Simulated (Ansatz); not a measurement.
Consider the redistribution: `N[SiH](Cl)Br` + `C#C[SiH2]O` → `O[SiH](Cl)Br` + `C#C[SiH2]N`.

Gas-phase electronic energies from Ansatz, PBE0-D4/def2-TZVP geometries. CBS: MP2 limit from def2 TZ/QZ plus the TZ coupled-cluster correction, frozen cores. Functionals use def2-TZVPP. B3LYP here is the variant with VWN-RPA as its local correlation; programs differ in this. HSE06 is defined as in plane-wave codes. For Br outer-core shells are correlated without core-valence functions, which leaves a few kJ/mol of doubt a bond. Scalar relativity is left out up to krypton. Each species was taken in one conformer, which may not be the lowest.

Task: Is it downhill or uphill in electronic energy at CCSD(T)/CBS, and by how much? (Estimate.)

Result: Computed: Nearly level: ΔE = -1.1 kJ/mol.

Task: What do these levels give: PBE-D4, r2SCAN-D4, B3LYP-D4, HSE06-D4, r2SCAN, PBE0, HF/def2-SVP, CCSD(T)/def2-SVP, MP2/def2-TZVPP, SCS-MP2/def2-TZVPP, CCSD/def2-TZVPP, MP2/def2-QZVPP? (An estimate is asked.)

Result: Ansatz gave: PBE-D4 -2.6, r2SCAN-D4 -2.2, B3LYP-D4 -1.4, HSE06-D4 -1.9, r2SCAN -2.3, PBE0 -2.2, HF/def2-SVP 0.5, CCSD(T)/def2-SVP -1.5, MP2/def2-TZVPP -1.3, SCS-MP2/def2-TZVPP -1.1, CCSD/def2-TZVPP -1.4, MP2/def2-QZVPP -0.9 kJ/mol.

Largest T1 diagnostic among the species: 0.012.

Leaving LDA and LC-ωPBE aside and taking each functional with its dispersion term where it has one, the values, not all of them listed here, spread over 1.8 kJ/mol, from PBE-D4 to BHLYP-D4.
